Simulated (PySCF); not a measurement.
Coordinates in bohr (charge 0 multiplicity 1):
```
Sb    0.0000    1.4881   -0.2932
Br    0.0017    0.0465    4.2432
Br    3.6124   -1.1634   -1.8985
Br   -3.6141   -1.1629   -1.8956
```

Computed with PBE0/[Sb def2-SVP with ECP28, Br def2-SVP], scalar-relativistic core potentials, density fitting, no spin–orbit coupling, PySCF.

This geometry of SbBr3 is a stationary point at this level.

(1) What is the point group?

(2) Is it a minimum?

(3) List the harmonic modes with their infrared intensities.

(4) What are the dipole moment and the gap between the highest occupied and lowest empty levels?

(5) Give the atomic charges and bond orders.

## Answers

(1) C3v.

(2) Yes: all harmonic wavenumbers are real.

(3) 
```tsv
symmetry	ω (cm⁻¹)	IR (km/mol, summed over degenerate members)
e	72	0.8
a1	99	1.4
e	255	93.3
a1	259	11.8
```

(4) 2.44 D and 5.80 eV.

(5) 
| atom | Mulliken | Löwdin | polar tensor | Mayer order to Sb1 |
| --- | --- | --- | --- | --- |
| Sb1 | 0.78 | 0.41 | 1.48 | – |
| Br2,3,4 | -0.26 | -0.14 | -0.49 | 1.02 |
